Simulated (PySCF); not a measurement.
# Relaxation of singlet B(OH)₃

These are results of PBE0 in PySCF with B def2-TZVP, O def2-TZVP, H def2-TZVP; no relativity; density-fitted integrals, not measurements. A (50,194) grid was used.

A hand-made T-shaped (heavy-atom frame) start, with no symmetry imposed:

```xyz
7
charge 0 multiplicity 1, angstrom
B     0.0120    0.0000   -0.4448
O     0.0120    0.0000    1.0352
O     1.4911    0.0000   -0.3931
O    -1.4671    0.0000   -0.3931
H    -0.7234    0.0000    1.6523
H     2.1078   -0.7354   -0.3716
H    -2.0838    0.7354   -0.3716
```

Optimiser trace:
```
step  E − E(last) (kJ/mol)  largest gradient (Eh/bohr)
   0                526.12                     0.19249
   1                248.16                     0.08646
   2                106.36                     0.05658
   3                 40.78                     0.02725
   4                 32.11                     0.02546
   5                 25.31                     0.02281
   6                 23.16                     0.02462
   7                 14.16                     0.02201
   8                 12.15                     0.01711
   9                  6.90                     0.01430
  10                  4.61                     0.01623
  11                  2.47                     0.00821
  12                  1.22                     0.00827
  13                  0.70                     0.00391
  14                  0.59                     0.00442
  15                  0.44                     0.00205
  16                  0.39                     0.00153
  17                  0.34                     0.00124
  18                  0.29                     0.00121
  19                  0.23                     0.00106
  20                  0.13                     0.00126
  21                  0.05                     0.00127
  22                  0.01                     0.00073
  23                  0.01                     0.00107
  24                  0.00                     0.00015
```

It ends at Cs with B–O 1.360 Å, B–O 1.367 Å, B–O 1.376 Å, O–H 0.958 Å (×3); B–O–H 111.6°, B–O–H 115.3°, B–O–H 115.9°, O–B–O 116.5°, O–B–O 118.3°, O–B–O 125.2° (after a last refinement on a finer grid). A frequency run shows a minimum.

Final geometry:
Coordinates in bohr (charge 0 multiplicity 1):
```
B    -0.0131    0.0042   -0.0160
O     0.1091   -0.1698    2.5764
O     2.1232   -0.4557   -1.3691
O    -2.1276    0.6083   -1.3710
H    -1.4310    0.1666    3.4637
H     3.5215   -0.8652   -0.2911
H    -3.6115    0.9253   -0.3884
```

The relaxation took 45 s on 4 threads of a shared Arm Neoverse V1 host, with 142 basis functions and 26 gradients; the process peaked at 1.2 GiB.
